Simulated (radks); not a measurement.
Charge is removed step by step from the 3p down level of the calcium ion Ca+, starting from [Ne] 3s2 3p(up 3, down 3) 4s1. Calculated with a radial shooting solver on a logarithmic mesh with Libxc functionals: scalar-relativistic Kohn-Sham, r2SCAN, spin-polarised, spherical densities, finite nucleus; open shells are filled with parallel spins first; meta-GGA in the generalised Kohn-Sham scheme; Fermi nuclear charge, rms radius 3.4776 fm.

removed (e)	E - E(0) (eV)	eigenvalue (eV)	E minus straight line (eV)
0	0.000	-35.590	0.000
0.125	4.555	-37.305	-0.770
0.25	9.326	-39.039	-1.325
0.375	14.314	-40.792	-1.661
0.5	19.523	-42.562	-1.778
0.625	24.955	-44.350	-1.672
0.75	30.610	-46.153	-1.341
0.875	36.492	-47.971	-0.785
1	42.602	-49.803	0.000

Removing the whole electron costs 42.602 eV by Delta-SCF, against 35.590 eV from minus the eigenvalue at the starting occupation. Slater's transition state (half an electron removed) gives 42.562 eV. Integrating minus the eigenvalue over the occupation (Janak's theorem) gives 42.607 eV. In this scalar-relativistic scheme the density is built from large components alone, so the theorem holds only approximately. The mean slope of the eigenvalue, de/dn, is 14.2 eV per electron.
